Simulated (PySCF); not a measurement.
diarsenic (As2), SMILES [As]#[As]. Atoms are numbered in the order given.

```xyz
2

As     0.0000     0.0000    -1.0591
As     0.0000     0.0000     1.0591
```

Coordinates come from a PBE-D3(BJ)/def2-TZVP optimisation.

The numbers are results of PBE/def2-TZVPD run with PySCF, not measurements.

```json
{
 "total_energy": "-4471.09900 hartree",
 "point_group": "D∞h",
 "highest_occupied_level": "-6.50 eV",
 "lowest_empty_level": "-3.43 eV",
 "orbital_gap": "3.07 eV",
 "dipole_moment": "0.000 e·Å",
 "quadrupole, principal values (traceless, Buckingham form, about the centre of nuclear charge)": "-0.50, -0.50, 1.01 D·Å",
 "mean_static_polarisability": "61.9 bohr³ (9.17 Å³)",
 "polarisability_principal_values": "47.8, 47.8, 90.1 bohr³"
}
```
